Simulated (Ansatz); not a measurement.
Ligand exchange: C2H7NSi + CH9NSi2 → C2H9NSi2 + CH7NSi

Gas-phase species: C2H7NSi `C=C[SiH2]N`, singlet; CH9NSi2 `CN[SiH2][SiH3]`, singlet; C2H9NSi2 `C=C[SiH2]N[SiH3]`, singlet; CH7NSi `CN[SiH3]`, singlet. The partners trade H for SiH3: N–H and Si–SiH3 bonds give way to N–SiH3 and Si–H.

Shapes, held fixed at every level: PBE0-D4/def2-TZVP. Flexible molecules stand in one conformer, not always the lowest. Programs: Ansatz 0.2.0. The zero-point and thermal change to 298 K, harmonic and unscaled (PBE0-D4/def2-TZVP), is -3.7 kJ/mol.

| level | kind | ΔH(298 K) (kJ/mol) | less CCSD(T)/CBS estimate |
| --- | --- | --- | --- |
| PBE-D4/def2-TZVPP | GGA | -41.3 | +23.5 |
| PBE0-D4/def2-TZVPP | global hybrid | -48.6 | +16.2 |
| r2SCAN0-D4/def2-TZVPP | global hybrid | -58.8 | +6.0 |
| wB97M-V/def2-TZVPP | range-separated hybrid | -66.4 | -1.6 |
| MP2/def2-TZVPP | perturbation theory | -73.4 | -8.6 |
| CCSD/def2-SVP | coupled cluster or CI | -67.1 | -2.3 |
| CCSD(T)/CBS estimate | coupled cluster or CI | -64.8 | 0.0 |

The highest level, CCSD(T)/CBS estimate, gives ΔH(298 K) = -64.8 kJ/mol; the levels span -73.4 to -41.3. The column of differences is taken from that level and isn't an error. No measured value is set beside it here. The CBS estimate extrapolates MP2 from def2-TZVPP and def2-QZVPP and adds CCSD(T) − MP2 in the triple-zeta set, cores frozen.
